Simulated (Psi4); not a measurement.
CHO2 (SMILES O=[C-]O), charge -1, singlet, geometry from GFN2-xTB (a gas-phase anion, which may not be bound at this level). Base run: R2SCAN/def2-SVP (Psi4 1.11).

Geometry (Å):
```xyz
4

O     -1.0602    -0.4204    -0.0004
C      0.0019     0.6373    -0.0216
O      1.1355     0.1028     0.0122
H     -0.6142    -1.2832     0.0350
```
Charge -1, spin multiplicity 1.
All else is at Psi4's defaults (density fitting).
Base energy -188.87497 Eh.

Variants of this job, named by their change:

```
change                           ΔE vs base (µEh)  SCF cycles  grid points  basis functions
-------------------------------  ----------------  ----------  -----------  ---------------
base                                          0.0           9        86935               47
level_shift = 1.0                             0.0           9        86935               47
guess = gwh                                   0.0          10        86935               47
scf_type = pk                                53.8           9        86935               47
scf_type = cd                                -555           9        86935               47
dft_radial_points = 99                      -19.7           9       114539               47
scf_initial_accelerator = ediis               0.0           9        86935               47
dft_radial_points = 50                       -217           9        58906               47
puream = true                                 0.0           9        86935               47
dft_radial_scheme = multiexp                -16.0           9        90387               47
dft_radial_points = 35                       -509           9        41354               47
basis_guess = true                            0.0           7        86935               47
d_convergence = 1e-10                         0.0          14        86935               47
```

A gas-phase anion may not be bound at this level; its values then depend on the basis.
